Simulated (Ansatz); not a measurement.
Reaction (ligand exchange at a B–C bond): `BCOC` + `OB(S)Cl` → `BSB(O)Cl` + `COC`

Isolated molecules relaxed with PBE0-D4/def2-TZVP in Ansatz; ΔE leaves out vibrations. CCSD(T)/CBS is the MP2 limit (def2-TZVPP, def2-QZVPP) plus CCSD(T) − MP2 in def2-TZVPP, frozen cores. DFT in def2-TZVPP. B3LYP here is the variant with VWN-RPA as its local correlation; programs differ in this. HSE06 is defined as in plane-wave codes. Each species was taken in one conformer, which may not be the lowest.

`BCOC`:

```xyz
11

B     0.715    0.537    1.799
C     0.094   -0.172    0.573
O     0.062    0.594   -0.601
C    -0.508   -0.093   -1.679
H     1.132    1.654    1.743
H     0.766   -0.075    2.826
H     0.647   -1.121    0.416
H    -0.923   -0.512    0.857
H     0.057   -1.005   -1.921
H    -0.493    0.572   -2.543
H    -1.549   -0.381   -1.470
```

`OB(S)Cl`:

Cartesian coordinates in Å:
```
O -0.357 0.342 -1.035
B 0.224 0.178 0.171
S -0.164 -1.232 1.219
Cl 1.402 1.352 0.778
H -0.063 1.135 -1.493
H -1.043 -1.775 0.359
```

`BSB(O)Cl`:

Z-matrix (Å, degrees):
```
B
S 1 1.779
H 1 1.187 2 121.5
H 1 1.191 2 115.3 3 -180.0
B 2 1.842 1 107.6 3 -0.0
Cl 5 1.747 2 124.3 1 -0.1
O 5 1.346 2 118.3 1 180.0
H 7 0.962 5 114.1 2 -0.0
```

`COC`:

```xyz
9

C    -0.915    0.605   -0.382
O     0.213   -0.113   -0.794
C     0.940   -0.618    0.289
H    -1.607   -0.026    0.194
H    -1.425    0.964   -1.276
H    -0.639    1.469    0.241
H     0.334   -1.307    0.896
H     1.797   -1.160   -0.111
H     1.302    0.188    0.944
```

```tsv
level	ΔE (kcal/mol)	difference from CCSD(T)/CBS
LDA (SPW92)	-17.1	0.7
revPBE-D4	-18.1	-0.3
BLYP-D4	-17.5	0.3
r2SCAN-D4	-17.7	0.1
B97M-V	-17.4	0.4
PBE0-D4	-17.6	0.2
r2SCANh-D4	-17.6	0.2
r2SCAN0-D4	-17.5	0.3
HSE06-D4	-17.6	0.2
BHLYP-D4	-16.9	0.9
CAM-B3LYP-D4	-16.3	1.5
B2PLYP	-17.4	0.4
PBE	-17.5	0.3
revPBE	-17.4	0.4
BLYP	-16.6	1.2
r2SCAN	-17.6	0.2
PBE0	-17.3	0.5
B3LYP	-16.5	1.3
r2SCANh	-17.5	0.3
r2SCAN0	-17.4	0.4
HSE06	-17.3	0.5
BHLYP	-16.2	1.6
CAM-B3LYP	-15.9	1.9
LC-ωPBE	-16.3	1.5
RPA@PBE/def2-TZVPP	-17.9	-0.1
HF/def2-SVP	-16.0	1.8
MP2/def2-SVP	-19.2	-1.4
CCSD/def2-SVP	-18.1	-0.3
CCSD(T)/def2-SVP	-18.8	-1.0
HF/def2-TZVPP	-15.5	2.3
MP2/def2-TZVPP	-18.7	-0.9
SCS-MP2/def2-TZVPP	-17.9	-0.1
CCSD/def2-TZVPP	-17.0	0.8
CCSD(T)/def2-TZVPP	-17.8	0.0
HF/def2-QZVPP	-15.5	2.3
MP2/def2-QZVPP	-18.7	-0.9
SCS-MP2/def2-QZVPP	-18.0	-0.2
HF/CBS(def2)	-15.5	2.3
MP2/CBS(def2)	-18.7	-0.9
CCSD/CBS(def2)	-17.0	0.8
CCSD(T)/CBS	-17.8	0
```

Largest T1 diagnostic among the species: 0.014.

At CCSD(T), def2-SVP lies −1.0 kcal/mol from the extrapolated value and def2-TZVPP +0.0 kcal/mol. In def2-TZVPP, CCSD(T) changes the Hartree–Fock value by −2.3 kcal/mol (the triples alone add −0.8 kcal/mol) and MP2 by −3.2 kcal/mol. Leaving LDA and LC-ωPBE aside and taking each functional with its dispersion term where it has one, the values spread over 1.8 kcal/mol, from revPBE-D4 to CAM-B3LYP-D4.
